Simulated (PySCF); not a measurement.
**Atomic charges by several schemes**

Vinyldifluoroborane, C2H3BF2.
Atom-mapped SMILES: `[CH2:1]=[CH:2][B:3]([F:4])[F:5]` (hydrogens: H6, H7 on C1; H8 on C2)

Structure used (PBE0-D3(BJ)/def2-SVP), in Å, numbered top down from 1:
```xyz
8
C2H3BF2 angstrom
C     -1.1295    0.3706   -0.2250
C     -0.2352   -0.4924    0.2762
B      1.2563   -0.1039    0.4102
F      2.1562   -0.9372    0.9014
F      1.6913    1.0873    0.0343
H     -0.8248    1.3711   -0.5507
H     -2.1910    0.1241   -0.3304
H     -0.5670   -1.4864    0.5951
```

Density: PBE0/pcSseg-1 (PySCF); schemes: Mulliken, IAO, Hirshfeld and ESP-fitted. Geometry: PBE0-D3(BJ)/def2-SVP; no solvent, vibrations or thermal averaging.

**Question.** Give the atomic charges in each scheme.

**Answer.** In e:

```csv
atom,environment,Mulliken,IAO,Hirshfeld,ESP-fitted
C1,terminal =CH2 carbon,-0.155,-0.219,-0.050,-0.248
C2,alkene CH carbon,-0.434,-0.336,-0.133,-0.402
B3,three-coordinate boron,+0.767,+0.715,+0.304,+0.761
F4,boron-bound fluorine,-0.288,-0.314,-0.143,-0.311
F5,boron-bound fluorine,-0.297,-0.318,-0.138,-0.292
H6,vinylic hydrogen,+0.138,+0.156,+0.053,+0.153
H7,vinylic hydrogen,+0.137,+0.156,+0.057,+0.170
H8,vinylic hydrogen,+0.132,+0.161,+0.049,+0.169
```

Mean size of the charges over all atoms: ESP-fitted 0.313 e, IAO 0.297 e, Mulliken 0.294 e, Hirshfeld 0.116 e. Each set sums to the total charge, 0, to within 0.001 e. The Mulliken scheme gives each basis function's population to the atom it is centred on and halves the overlap population of two atoms between them.

Lowest charge. The schemes don't all agree: Mulliken C2 (-0.434); IAO C2 (-0.336); Hirshfeld F4 (-0.143); ESP-fitted C2 (-0.402).

Highest charge. All schemes agree: Mulliken B3 (+0.767); IAO B3 (+0.715); Hirshfeld B3 (+0.304); ESP-fitted B3 (+0.761).

**Question.** How closely do the schemes follow one another over all atoms?

**Answer.** Correlation coefficient and root-mean-square difference: IAO with ESP-fitted 1.00, 0.032 e; Mulliken with ESP-fitted 0.99, 0.040 e; IAO with Hirshfeld 0.99, 0.204 e; Mulliken with IAO 0.99, 0.049 e; Mulliken with Hirshfeld 0.99, 0.219 e; Hirshfeld with ESP-fitted 0.99, 0.226 e.

**Question.** Sum the charges by element, for elements with more than one atom.

**Answer.** 
```
element  atoms  Mulliken     IAO  Hirshfeld  ESP-fitted
      C      2    -0.589  -0.556     -0.183      -0.650
      F      2    -0.585  -0.632     -0.281      -0.603
      H      3    +0.407  +0.473     +0.160      +0.492
```
